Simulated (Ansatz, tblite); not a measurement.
Removing and adding an electron: the cluster MoO5H4. Total charge 0; singlet. Geometry: PBE-D4/def2-SVP. Ansatz, gas phase; energy differences of separate SCF runs; the oxidised species was run as a doublet alone; the reduced species was run as a doublet alone.

Cartesian coordinates in Å:
```
Mo -0.1507 -0.2928 0.2533
O -0.6072 0.4691 1.9332
O -1.2810 1.1425 -0.4986
O -0.7299 -1.8702 0.3768
O 1.1953 -0.2438 -1.1063
O -1.3379 0.2555 -1.6570
H 2.1493 -0.2035 -0.9195
H 1.3015 -0.3887 1.1464
H -0.5599 0.5525 -2.1957
H 0.0205 0.5795 2.6673
```

In the def2 sets Mo takes a core potential; there is no spin–orbit coupling. The xTB rows come from tblite. Correlated methods freeze 5 core orbitals; core or outer-core shells of Mo are correlated, in sets that lack core-valence functions. The structure holds one bond between oxygen atoms, so isomers without such links may lie far lower. The structure comes from a short search, and lower isomers may exist.

```json
{"level": "GFN2-xTB", "−HOMO (eV)": "11.85", "vertical IE (eV)": "15.05", "−LUMO (eV)": "8.61", "vertical EA (eV)": "5.37", "HOMO–LUMO gap (eV)": "3.24", "IE − EA (eV)": "9.68", "remarks": "–"}
{"level": "PBE-D4/def2-TZVP", "−HOMO (eV)": "7.13", "vertical IE (eV)": "10.16", "−LUMO (eV)": "3.82", "vertical EA (eV)": "–", "HOMO–LUMO gap (eV)": "3.31", "IE − EA (eV)": "–", "remarks": "–"}
{"level": "PBE0-D4/def2-TZVPD", "−HOMO (eV)": "8.69", "vertical IE (eV)": "–", "−LUMO (eV)": "3.17", "vertical EA (eV)": "1.40", "HOMO–LUMO gap (eV)": "5.52", "IE − EA (eV)": "–", "remarks": "HOMO above zero (-1 doublet)"}
{"level": "B2PLYP/def2-TZVPD", "−HOMO (eV)": "–", "vertical IE (eV)": "–", "−LUMO (eV)": "–", "vertical EA (eV)": "1.09", "HOMO–LUMO gap (eV)": "–", "IE − EA (eV)": "–", "remarks": "test for broken spin undecided (singlet)"}
```

(1) Estimate the rows for GFN1-xTB, PBE-D4/def2-TZVPD, PBE0-D4/def2-TZVP.

Answers

(1) 
```csv
level,−HOMO (eV),vertical IE (eV),−LUMO (eV),vertical EA (eV),HOMO–LUMO gap (eV),IE − EA (eV),remarks
GFN1-xTB,12.38,15.67,8.47,5.33,3.92,10.34,–
PBE-D4/def2-TZVPD,7.18,–,3.88,0.89,3.30,–,HOMO above zero (-1 doublet)
PBE0-D4/def2-TZVP,8.66,10.66,3.14,–,5.52,–,–
```

Run but left out: HF/def2-SVP, B2PLYP/def2-TZVP, MP2/def2-SVP, CCSD/def2-SVP, CCSD(T)/def2-SVP (charge +1 doublet: ⟨S²⟩ 0.93 to 1.38, where a pure state has 0.75).   A HOMO above zero means that the electron is unbound at that level or that self-interaction error raises the level; the energy of removing that electron tells which. Raw xTB energy differences between charge states are shifted by several eV; the methods need an empirical correction for them.
